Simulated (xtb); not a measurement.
H$_{5}$O$_{4}$Si (SMILES O[Si](O)(O)[OH2+]), charge +1, singlet, geometry from GFN2-xTB. Base run: GFN0-xTB (xtb).

Input for xtb:
```
$ xtb mol.xyz --gfn 0 --chrg 1 --json

# file mol.xyz
10

O      0.42300775    -0.34215206     1.57256308
Si     0.20866731    -0.06562924     0.02728980
O      0.05846469    -1.24648912    -1.02696932
O      0.88574575     1.28293584    -0.46060890
O     -1.56857171     0.38716528    -0.10415051
H      0.19299341    -1.12049991     2.07780759
H      0.74771201    -1.73532224    -1.47075513
H      1.58940578     1.76807453    -0.03392037
H     -1.81823817     1.30180993     0.09082315
H     -2.02238704     0.05306761    -0.89268722
```

Variants of this job, named by their change:

```json
[
 {"change": "base", "ΔE vs base (kcal/mol)": "0.000", "HOMO-LUMO gap (eV)": "5.50"},
 {"change": "etemp = 1000", "ΔE vs base (kcal/mol)": "0.000", "HOMO-LUMO gap (eV)": "5.50"},
 {"change": "etemp = 10000", "ΔE vs base (kcal/mol)": "-10.03", "HOMO-LUMO gap (eV)": "5.50"},
 {"change": "acc = 0.0001", "ΔE vs base (kcal/mol)": "0.000", "HOMO-LUMO gap (eV)": "5.50"},
 {"change": "acc = 30", "ΔE vs base (kcal/mol)": "0.000", "HOMO-LUMO gap (eV)": "5.50"},
 {"change": "etemp = 3000", "ΔE vs base (kcal/mol)": "-0.001", "HOMO-LUMO gap (eV)": "5.50"},
 {"change": "etemp = 10", "ΔE vs base (kcal/mol)": "0.000", "HOMO-LUMO gap (eV)": "5.50"}
]
```
